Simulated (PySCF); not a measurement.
The group X on BH2-X is varied. Gas-phase values, no solvent. One relaxed conformer stands for each flexible species; it need not be the lowest. Strings in code marks are SMILES.

The four lowest singlet excitations (Tamm–Dancoff). All values below come from B3LYP-D3(BJ)/def2-TZVP // M06-2X/def2-TZVP (PySCF). B3LYP has the VWN-RPA correlation part, as in Gaussian. Excitations are Tamm–Dancoff values on a coarser integration grid. The basis has no diffuse functions, so Rydberg states are missing or too high.

```tsv
state	energy (eV)	wavelength (nm)	oscillator strength
S1	4.94	251	0.000
S2	7.39	168	0.134
S3	7.53	165	0.007
S4	7.60	163	0.000
```

Name which member gives these states.
(A) `BCl`
(B) `BO[SiH3]`
(C) `BBr`
(D) `BS(C)=O`

A, `BCl`
